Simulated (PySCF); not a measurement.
**Correlation energy of Pb⁶⁶⁺ (lead, charge +66)**

[Ne] 3s2 3p4, high-spin 3P determinant. Computed with PySCF 2.14 in an uncontracted even-tempered set (17 s from 19 bohr⁻², ratio 2.5; 12 p from 25 bohr⁻², ratio 2.5; 4 d from 100 bohr⁻², ratio 2.7; 4 f from 150 bohr⁻², ratio 2.7), with scalar relativity by spin-free X2C-1e. Frozen: 1s2; 14 electrons correlated; the 17 highest virtual orbitals of each spin left out.

| level | correlation energy (mhartree) |
| --- | --- |
| CCSD | -634.76 |
| (T) | -0.47 |
| CCSD(T) | -635.23 |

Diagnostics: T1 = 0.00022, D1 = 0.0010, largest double amplitude 0.011.

Problem. Is a single reference adequate?

Solution. Yes, within this model without spin-orbit coupling: T1 lies below 0.03 and no double amplitude reaches 0.07.

At this charge the one-electron X2C treatment keeps the bare 1/r₁₂, with no two-electron picture change or Breit term. The effect here is smaller than on the frozen 1s shell; and a scalar Hamiltonian misses the large spin-orbit splitting of the p shells, which matters for ns² → np² pairs.

Spin-orbit coupling is strong in this species, so the high-spin LS determinant is a model state.
